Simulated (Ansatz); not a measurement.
Start from `C=COB(F)Cl` and change one atom or group to get `COB(F)Cl`.

Ansatz, PBE0-D4/def2-TZVP geometries, multiplicity 1. Each molecule was computed in one conformer, which needn't be the lowest.

```
                                                                                  property  `C=COB(F)Cl`
                                            size of the dipole moment (PBE/def2-TZVPP) / D          1.70
                                                       LUMO energy (B3LYP/def2-TZVPP) / eV         -0.60
                                                        LUMO energy (PBE0/def2-TZVPP) / eV         -0.35
ideal-gas entropy at 298 K and 1 bar (rigid rotor, harmonic PBE0-D4/def2-TZVP) / J/(mol·K)           344
                                                     HOMO energy (ωB97M-V/def2-TZVPP) / eV        -10.06
                                            zero-point energy (PBE0-D4/def2-TZVP) / kJ/mol         146.7
```

Problem. What does the change do to each property? (Best estimate.)

Solution. Computed: 
```json
{"property": "size of the dipole moment (PBE/def2-TZVPP) / D", "`COB(F)Cl`": "2.34", "shift": "0.64"}
{"property": "LUMO energy (B3LYP/def2-TZVPP) / eV", "`COB(F)Cl`": "0.31", "shift": "0.91"}
{"property": "LUMO energy (PBE0/def2-TZVPP) / eV", "`COB(F)Cl`": "0.57", "shift": "0.92"}
{"property": "ideal-gas entropy at 298 K and 1 bar (rigid rotor, harmonic PBE0-D4/def2-TZVP) / J/(mol·K)", "`COB(F)Cl`": "336", "shift": "-8"}
{"property": "HOMO energy (ωB97M-V/def2-TZVPP) / eV", "`COB(F)Cl`": "-11.63", "shift": "-1.57"}
{"property": "zero-point energy (PBE0-D4/def2-TZVP) / kJ/mol", "`COB(F)Cl`": "134.6", "shift": "-12.1"}
```

With PBE0 the HOMO falls by 1.50 eV and the LUMO rises by 0.92 eV, so the gap widens by about 2.42 eV. PBE moves the HOMO by -1.18 eV and ωB97M-V by -1.57 eV. The zero-point energy changes by -12.1 kJ/mol with -3 modes. Dipoles are sizes alone; their direction can turn. Modes under 60 cm⁻¹, often nearly free rotors, make the harmonic entropy too high.

Positive LUMOs are unbound, so they and the gaps depend on the basis.

B3LYP here is the variant with VWN-RPA as its local correlation; programs differ in this.
